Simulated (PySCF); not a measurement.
Strontium: a sound run and one with changed settings

Sound run: Sr [Kr] 5s2, Sr⁺ [Kr] 5s1. Computed with PySCF 2.14 in aug-cc-pVDZ-X2C, with scalar relativity by spin-free X2C-1e. The sound run starts from symmetry-adapted Hartree-Fock orbitals and uses a fine grid where one is needed.

Changed run: 6 angular points. This setting is unsound on purpose.

```tsv
species	method	sound run (hartree)	changed run (hartree)	converged
Sr	UHF	-3177.34487	-3177.34487	yes
Sr	MN15	-3181.20676	-3181.21485	yes
Sr	BP86	-3179.64640	-3179.83804	yes
Sr⁺	UHF	-3177.17025	-3177.17025	yes
Sr⁺	MN15	-3180.98537	-3180.99336	yes
Sr⁺	BP86	-3179.43104	-3179.62108	yes
```

Ionisation energy of Sr:

| method | sound run (eV) | changed run (eV) |
| --- | --- | --- |
| UHF | 4.752 | 4.752 |
| MN15 | 6.024 | 6.027 |
| BP86 | 5.860 | 5.904 |

A coarse angular grid integrates products of high-l functions wrongly, so density functionals can shift, and the SCF can exploit the error; Hartree-Fock and MP2 need no grid.

For comparison, NIST gives 5.695 eV between the lowest levels.
